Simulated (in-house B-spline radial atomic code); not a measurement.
B97-1 excitations of Ge2+

Method: B97-1. Computed with a B-spline radial code for spherical atoms: linear response of the closed shell [Ar] 3d10 4s2 with the functional's adiabatic kernel; scalar-relativistic (spin-free one-electron X2C), finite nucleus, no spin-orbit coupling, no double excitations, S, P, D and F terms only; shells from n = 2 respond. Only terms of natural parity with L up to 3 were computed.

Command:
```bash
python run_td.py task.json out
```
Settings (radii: box in bohr, nucleus in fm):
```
Z                        32
electrons                30
configuration            [Ar] 3d10 4s2
hamiltonian              x2c
method                   b97_1
box_radius               29.48
rms_radius               4.0742
intervals                73
```

Cost of the run: 2.3 s on 1 thread of Arm Neoverse N1 (shared host).

The lowest states, in the order of their Tamm-Dancoff energies; the method's threshold (minus the highest occupied level) is 30.03 eV. Labels give the largest channel, * marks a mixed state, and oscillator strengths are full-response dipole values. Semilocal kernels can invert the small singlet-triplet splittings of Rydberg terms. Energies in eV:

```csv
state,full response,Tamm-Dancoff,oscillator strength
4s → 4p 3P,?,?,-
4s → 4p 1P,11.438,11.902,1.66
4s → 5s 3S,19.179,19.194,-
4s → 5s 1S,19.830,19.855,-
4s → 4d 3D,19.933,19.953,-
4s → 4d 1D,20.148,20.157,-
4s → 5p 3P,21.598,21.615,-
4s → 5p 1P,22.178,22.227,0.00181
4s → 6s 3S,24.812,24.814,-
4s → 6s 1S,24.925,24.932,-
4s → 5d 3D,?,?,-
4s → 4f 3F,25.108,25.115,-
4s → 4f 1F,25.261,25.263,-
4s → 5d 1D,25.271,25.274,-
4s → 6p 3P,25.693,25.696,-
4s → 6p 1P,25.784,25.797,0.0041
```

Task: Where does 4s → 4p 3P lie?

Result: At 8.198 eV in full response, 8.309 eV in Tamm-Dancoff.

Task: Where does 4s → 5d 3D lie?

Result: At 25.088 eV in full response, 25.094 eV in Tamm-Dancoff.

Task: How large is the singlet-triplet splitting of 4s → 4p (P terms) in Tamm-Dancoff?

Result: 3.59 eV, from the unrounded values.

Task: What polarisabilities and dispersion coefficient does the method give?

Result: Dipole 10.52 bohr³, quadrupole 30.69 bohr⁵, C6 41.24 hartree·bohr⁶ for two such species.
